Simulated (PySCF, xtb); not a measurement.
Cu₂, SMILES [Cu][Cu], multiplicity 1.

Harmonic wavenumbers (cm⁻¹) from GFN2-xTB in xtb 6.7.1 at its own minimum, in rising order: 291.

Q: What does PySCF with PBE-D3(BJ)/def2-TZVP give at its own minimum? (Estimate from the structure and the level; the computed values follow.)

A: 254. Paired by order, the mean absolute difference is 37 cm⁻¹ and the zero-point energies are 0.4 and 0.4 kcal/mol.
